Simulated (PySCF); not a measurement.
Species: C5H5NSi.
Numbering: `[N:1]#[C:2][CH:3]=[C:4]=[C:5]=[CH:6][SiH3:7]` (hydrogens: H8 on C3; H9 on C6; H10, H11, H12 on Si7)

A GFN2-xTB structure was refined with PySCF 2.14.0, PBE0-D3(BJ)/def2-SVP geometry optimisation, gas phase. Its GFN2-xTB values:

```
coordinate  GFN2-xTB
     N1≡C2   1.148 Å
     C2–C3   1.403 Å
     C3=C4   1.323 Å
     C3–H8   1.083 Å
     C4=C5   1.255 Å
     C5=C6   1.311 Å
    C6–Si7   1.890 Å
     C6–H9   1.083 Å
   Si7–H10   1.459 Å
  N1–C2–C3    179.8°
  C2–C3–C4    121.0°
  C3–C4–C5    179.2°
  C4–C5–C6    176.8°
 C5–C6–Si7    123.2°
```

Q: How do these coordinates change at the PBE0-D3(BJ)/def2-SVP level?

A: 
| coordinate | PBE0-D3(BJ)/def2-SVP (Å or °) | change |
| --- | --- | --- |
| Si7–H10 | 1.489 | +0.030 |
| C2–C3 | 1.425 | +0.022 |
| C6–H9 | 1.100 | +0.017 |
| C4=C5 | 1.270 | +0.015 |
| C3–H8 | 1.098 | +0.015 |
| N1≡C2 | 1.161 | +0.013 |
| C5=C6 | 1.321 | +0.010 |
| C6–Si7 | 1.881 | -0.009 |
| C3=C4 | 1.329 | +0.006 |
| C2–C3–C4 | 123.0 | +2.0 |
| N1–C2–C3 | 178.4 | -1.4 |
| C4–C5–C6 | 177.8 | +1.0 |
| C5–C6–Si7 | 122.6 | -0.6 |
| C3–C4–C5 | 179.0 | -0.2 |

The energy falls by 0.078 eV over 6 energy and gradient evaluations, the largest force component goes from 0.0272 to 2.5e-04 Eh/bohr, and the atoms move by 0.085 Å rms after alignment. Among the bonds, Si7–H10, Si7–H11 and Si7–H12 change most and about equally (+0.029 to +0.030 Å). Bonds longer at the end by more than 0.005 Å: 10 of 11; shorter: 1. Rotational constants go from 5312, 828.2, 722.4 to 5574, 786.2, 694.7 MHz.

The run used 127 basis functions and 49 SCF cycles in all.

PBE0-D3(BJ)/def2-SVP frequencies: not computed here.
